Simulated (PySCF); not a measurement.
Nuclear quadrupole coupling in `C[C@@H](F)[C@@H](CF)[SiH2]O[SiH3]`

C4H12F2OSi2.
Cartesian coordinates in Å at the GFN2-xTB level; atoms count from 1:
```xyz
21
C4H12F2OSi2 angstrom
C     -2.3225    1.7014    0.2990
C     -2.0119    0.3229   -0.2570
F     -2.0034    0.4027   -1.6470
C     -0.6711   -0.2374    0.2075
C     -0.6340   -1.7426    0.0040
F     -1.5597   -2.3676    0.8170
Si     0.8000    0.5784   -0.7024
O      2.1118   -0.1776   -0.1363
Si     3.6606   -0.5120    0.2250
H     -3.2524    2.0684   -0.1293
H     -1.5250    2.3955    0.0501
H     -2.4292    1.6475    1.3783
H     -2.8264   -0.3737   -0.0154
H     -0.5943   -0.0524    1.2830
H     -0.8905   -2.0138   -1.0242
H      0.3411   -2.1582    0.2699
H      0.7483    0.3564   -2.1416
H      0.9091    1.9924   -0.3422
H      4.2402    0.6796    0.8398
H      4.3260   -0.8571   -1.0282
H      3.5744   -1.6360    1.1533
```

Field gradients from the PBE0/pcSseg-1 density (PySCF, non-relativistic), principal values in atomic units, ordered |Vxx| ≤ |Vyy| ≤ |Vzz|:

```json
{"atom": "O8", "Vxx": "-0.5212", "Vyy": "-0.6104", "Vzz": "1.1316"}
```

Find the asymmetry η = (Vxx − Vyy)/Vzz and the couplings χ = eQV/h (234.96 MHz × Q in barn × V in au), with Q(17O) = −0.0256 b.

```json
{"atom": "O8", "environment": "siloxane oxygen", "nucleus": "17O", "η": "0.08", "χzz (MHz)": "-6.81", "χxx (MHz)": "3.14", "χyy (MHz)": "3.67"}
```

The tensor is traceless: Vxx + Vyy + Vzz = 0.

What is Vzz at O8 in SI units (1 au = 9.71736 × 10²¹ V/m²)?

1.1316 au = 10.996 × 10²¹ V/m².

What couplings would deuterons (Q(2H) = 0.00286 b) have in place of the hydrogens, at this geometry?

```tsv
atom	bonded to	bond length (Å)	Vzz (au)	η	χzz (kHz)
H10	C1	1.088	0.3133	0.02	211
H11	C1	1.086	0.3143	0.04	211
H12	C1	1.086	0.3164	0.03	213
H13	C2	1.099	0.2763	0.05	186
H14	C4	1.094	0.3017	0.05	203
H15	C5	1.094	0.2874	0.08	193
H16	C5	1.093	0.2904	0.08	195
H17	Si7	1.457	0.1639	0.02	110
H18	Si7	1.463	0.1596	0.03	107
H19	Si9	1.461	0.1610	0.03	108
H20	Si9	1.460	0.1614	0.02	108
H21	Si9	1.460	0.1614	0.02	108
```

Isolated species at its GFN2-xTB geometry (one conformer only). GFN2-xTB frequencies show an imaginary mode (40i cm⁻¹), so this geometry is no minimum at that level. GFN2-xTB bond lengths can be off by several hundredths of an ångström, more for odd bonds, and the gradients follow them. With so small a basis the couplings can be 20 % off.
